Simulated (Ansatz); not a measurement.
Two members of one family (Series SnX4), computed with Ansatz in the gas phase; def2 core potentials for Sn, no spin–orbit coupling. The two geometries come from different levels. Binding counts from free atoms in the multiplicity of their measured ground term, without zero-point energy. The structures are stationary points that may keep the symmetry of their start.

First: Sn(SiH3)4 (singlet, charge 0, B3LYP-D4/def2-SVP geometry).

```xyz
17

Sn    0.0081    0.0034    0.0007
Si    0.0051   -2.4970    0.6612
H    -1.2976   -3.1261    0.2913
H     0.2060   -2.6440    2.1338
H     1.1034   -3.2225   -0.0447
Si   -0.1698    0.2176   -2.5711
H    -1.4735   -0.3405   -3.0406
H     0.9384   -0.5334   -3.2328
H    -0.0879    1.6512   -2.9813
Si    2.1976    1.1099    0.8232
H     3.3799    0.4497    0.1936
H     2.3123    0.9823    2.3060
H     2.2110    2.5595    0.4644
Si   -2.0268    1.1739    1.0875
H    -3.2934    0.5812    0.5634
H    -2.0162    2.6336    0.7750
H    -1.9967    1.0012    2.5705
```

| level | HOMO (eV) | LUMO (eV) | gap (eV) | binding per atom (eV) |
| --- | --- | --- | --- | --- |
| PBE-D4/def2-SVP | -6.60 | -1.18 | 5.42 | 2.83 |
| PBE-D4/def2-TZVP | -6.61 | -1.40 | 5.20 | 2.84 |
| r2SCAN-D4/def2-TZVP | -6.83 | -1.07 | 5.77 | 2.88 |
| PBE0-D4/def2-SVP | -7.62 | -0.32 | 7.30 | 2.84 |
| PBE0-D4/def2-TZVP | -7.58 | -0.56 | 7.02 | 2.85 |

Second: Sn(CF3)4 (singlet, charge 0, r2SCAN-D4/def2-SVP geometry).

```
atom   x (Å)   y (Å)   z (Å)
 Sn1   0.001   0.000  -0.001
  C2  -2.069   0.725   0.246
  F3  -2.954  -0.234  -0.071
  F4  -2.306   1.783  -0.544
  F5  -2.301   1.096   1.515
  C6   1.408   1.495   0.808
  F7   1.166   2.712   0.297
  F8   2.677   1.170   0.513
  F9   1.305   1.580   2.144
 C10   0.412  -0.317  -2.145
 F11  -0.536  -1.084  -2.708
 F12   1.594  -0.926  -2.324
 F13   0.444   0.850  -2.807
 C14   0.249  -1.901   1.090
 F15  -0.167  -1.784   2.361
 F16   1.537  -2.280   1.111
 F17  -0.460  -2.884   0.514
```

Question: What does the change do? Estimate second minus first.

Answer: 
```tsv
level	Δ HOMO (eV)	Δ LUMO (eV)	Δ gap (eV)	Δ binding per atom (eV)
PBE-D4/def2-SVP	-1.16	-0.74	0.42	1.65
PBE-D4/def2-TZVP	-1.44	-0.89	0.55	1.49
r2SCAN-D4/def2-TZVP	-1.59	-1.11	0.48	1.22
PBE0-D4/def2-SVP	-1.89	-0.88	1.01	1.36
PBE0-D4/def2-TZVP	-2.04	-0.86	1.19	1.24
```
